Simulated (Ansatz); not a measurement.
**Question.** Name a neutral molecule of N, O, Si, Te and H with HOMO–LUMO gap (ωB97M-V/def2-TZVPP) between 10.05 and 10.35 eV and HOMO–LUMO gap (PBE0/def2-TZVPP) between 6.10 and 6.40 eV (Ansatz, PBE0-D4/def2-TZVP geometry).

**Answer.** `N[Si](O)(O)[TeH]` (10.08 eV, 6.14 eV). Other molecules can fit too; these were computed, each in one conformer that needn't be the lowest.
